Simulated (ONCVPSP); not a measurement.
# Before and after: ONCV potential for bromine (Br)

ONCVPSP 4.0.1 input, shortened (lines: element, Z, core and valence counts, functional; n l f; lmax; l rc ep ncon nbas qcut; lloc lpopt rc5 dvloc0; l nproj debl; icmod fcfact rcfact), PBEsol, scalar-relativistic:

```
  Br 35.00    5    3  -116133      upf
    1    0    2.00
    2    0    2.00
    2    1    6.00
    3    0    2.00
    3    1    6.00
    3    2   10.00
    4    0    2.00
    4    1    5.00
    2
    0    1.55    0.00    3    6    4.50
    1    1.20    0.00    3    7    6.70
    2    1.05    0.00    4    8   16.10
    2    5    1.05    0.00
    0    3    0.50
    1    2    2.80
    2    0    2.00
    0    0.00    0.00
```

In the s channel the program set the typed energies aside and used -0.740, 0.250, 0.750 Ha.

Change: p: qcut 3.7.

Cutoffs: the cutoffs (Ha) at which the residual kinetic energy of the hardest occupied pseudo-wave falls to 1 and 0.1 mHa per electron; they do not see the model core or the augmentation charge, which bear on the density cutoff. Errors are all-electron minus pseudo energies relative to the spin-unpolarised reference configuration.

**Question.** Predict the effect on cutoff, ghosts and configuration errors.

**Answer.** The potential gets neither clearly harder nor softer (103 Ha and 120 Ha → 103 Ha and 116 Ha); the bound ghosts move from p, s to s; the lowest positive-energy flag moves from none to p at 28.6 eV; of the 4 tests that both files solve, the error grows in 0 and shrinks in 4 by more than 15 % and 0.3 meV (median size 22.4 → 11.7 meV); the range in which the p phases agree narrows (upper end at the end of the scan → 0.8).

| quantity | base | changed |
| --- | --- | --- |
| cutoff, loose | 103 Ha | 103 Ha |
| cutoff, tight | 120 Ha | 116 Ha |
| loose cutoff by channel | s 17 Ha, p 23 Ha, d 103 Ha | s 17 Ha, p 23 Ha, d 103 Ha |
| bound ghosts | s, p | s |
| GHOST(+) flags under 300 eV | none | p at 28.6 eV |
| error for 3d10 4s2 4p4, meV [ΔE 12.55 eV] | -6.5 | -5.0 |
| error for 3d10 4s2 4p3, meV [ΔE 35.33 eV] | -17 | -10 |
| error for 3d10 4s2 4p2, meV [ΔE 69.33 eV] | -28 | -13 |
| error for 3d9 4s2 4p5, meV [ΔE 78.44 eV] | -620 | -386 |
| s: phases at 1.58 bohr within 0.05 rad from the reference energy up to (Ha; the scan ends near 5) | to the end of the scan | to the end of the scan |
| p: phases at 1.22 bohr within 0.05 rad from the reference energy up to (Ha; the scan ends near 5) | to the end of the scan | 0.8 |
| d: phases at 1.07 bohr within 0.05 rad from the reference energy up to (Ha; the scan ends near 5) | -0.7 | -0.7 |

 A true bound ghost makes a file unfit for plane-wave use even where its test errors are small: the radial tests pick states by their node count and pass the ghost by.
